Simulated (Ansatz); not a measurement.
The cluster Al2Te4⁻, relaxed as a doublet with UKS PBE-D4/def2-SVPD in Ansatz, starting from the GFN1-xTB geometry. Force threshold 0.02 eV/Å.

In the def2 sets Te takes a core potential; there is no spin–orbit coupling. Another isomer (doublet) lies 1.05 eV lower at PBE0-D4/def2-SVP; other spin states weren't run for this one.

Start:

```xyz
6

Al   -2.499   -1.210    0.232
Al    0.828    1.001   -0.480
Te   -0.604   -2.499    1.485
Te   -1.643    0.904   -1.027
Te    2.360    2.672   -1.258
Te    1.557   -0.867    1.048
```

**Question.** Estimate the energy that the relaxation releases and the steps that it takes.

**Answer.** 3.3 kcal/mol, in 6 steps; 97 s on 4 threads of Intel Xeon on a shared host. No frequencies were taken in this run, so the end may be a saddle point.

**Question.** Does the start keep its bonding and symmetry?

**Answer.** By distances, no bond broke or formed. The bond that changes most is Te3–Te6, from 2.74 to 2.84 Å (atoms count from 1).

**Question.** Predict the relaxed structure.

**Answer.** 
```tsv
atom	x (Å)	y (Å)	z (Å)
Al1	-2.4022	-1.1865	0.2052
Al2	0.7523	0.9742	-0.4761
Te3	-0.6294	-2.4780	1.5317
Te4	-1.7858	0.9394	-1.0900
Te5	2.3946	2.6424	-1.2020
Te6	1.6705	-0.8914	1.0312
```
Bond lengths (bridged metal pairs left out): 5 × Al–Te 2.45 to 2.61 Å; 1 × Te–Te 2.84 Å.
